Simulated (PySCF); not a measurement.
Isomers of C3H5F2Si (doublet state), one GFN2-xTB conformer each. Single-point energies are computed at B3LYP/pcH-1 (PySCF, gas phase, no added dispersion term), electronic only. GFN2-xTB treats the open shell by occupation alone, and not every SCF solution was tested for stability.

Question: Rank them by B3LYP/pcH-1 energy, lowest first (kcal/mol).
A. `[F:1][CH2:2]/[C:3]([F:4])=[CH:5]/[SiH2:6]` (doublet state) with F1–C2–C3–F4 -123°
B. `[F:1][CH:2]([F:3])/[C:4]=[CH:5]\[SiH3:6]` (doublet state) with F1–C2–C4–C5 -109°
C. `[F:1][CH:2]/[C:3]([F:4])=[CH:5]/[SiH3:6]` (doublet state) with F1–C2–C3–F4 180°

Answer: C (0.0), A (7.4), B (21.3).

As drawn, the highest has two fluorines on one carbon, which the lowest lacks. GFN2-xTB itself gives, in the same order: 0.0, 1.1, 21.1. Both levels put the same isomer lowest; measured from each level's own lowest isomer, the values differ by up to 6.3 kcal/mol (FC/C(F)=C/[SiH2]: 1.1 against 7.4).
